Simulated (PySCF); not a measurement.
Excitation energy of Fe²⁺ by level of theory

Fe²⁺ [Ar] 3d6 (5D) → Fe²⁺ [Ar] 3d5 4s1 (7S), as a difference of total energies. Calculation: PySCF 2.14, in aug-cc-pVTZ with one added diffuse shell each of s, p, d, f, g type (9s8p6d4f3g, 118 functions); the non-relativistic Hamiltonian (point nucleus). Correlated levels: valence: [Ar] frozen. The calculations carry no spin-orbit coupling.

```tsv
method	excitation energy (eV)
UHF	2.720
LDA	4.308
PBE	4.345
PBE0	4.188
r2SCAN	3.934
M06	4.107
PW91	4.415
wB97X-V	4.645
MP2 (valence)	3.889
SCS-MP2 (valence)	4.368
```

Question: How much does correlation contribute at MP2 (valence)?

Answer: 3.889 − (2.720) = 1.169 eV, measured against UHF.

A first-order spin-orbit estimate (lowest level to lowest level, LS coupling) adds 0.060 eV.
